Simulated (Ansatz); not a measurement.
F2H2O2SW, SMILES `[OH][W]([OH])([F])([F])=[S]` at its PBE0-D4/def2-TZVP geometry, where that method's forces vanish. Total charge 0; spin multiplicity 1. W: def2 effective core potential.

```
atom   x (Å)   y (Å)   z (Å)
  O1   0.755  -1.304   0.283
  W2  -0.381   0.172  -0.066
  O3   0.895   1.215   0.799
  F4  -0.988  -0.937  -1.453
  F5  -0.678   1.530  -1.307
  S6  -1.986   0.153   1.301
  H7   0.552  -2.132  -0.163
  H8   1.832   1.302   0.607
```

Q: For each bond, give half the difference of the two atoms' forces along it (eV/Å; positive pushes the atoms apart) under PBE-D4, r2SCAN-D4, B3LYP-D4, ωB97M-V in def2-TZVPP. (Estimate.)

A: Computed: 
| bond | length (Å) | PBE-D4 | r2SCAN-D4 | B3LYP-D4 | ωB97M-V |
| --- | --- | --- | --- | --- | --- |
| O1–W2 | 1.895 | 0.20 | 0.13 | 0.19 | 0.09 |
| O1–H7 | 0.962 | 0.31 | -0.02 | -0.08 | -0.05 |
| W2–O3 | 1.861 | 0.24 | 0.21 | 0.23 | 0.09 |
| W2–F4 | 1.877 | 0.20 | -0.02 | 0.17 | 0.06 |
| W2–F5 | 1.863 | 0.25 | 0.01 | 0.17 | 0.07 |
| W2–S6 | 2.108 | 0.53 | 0.30 | 0.27 | -0.38 |
| O3–H8 | 0.960 | 0.23 | -0.07 | -0.12 | -0.07 |

B3LYP here is the variant with VWN-RPA as its local correlation; programs differ in this.
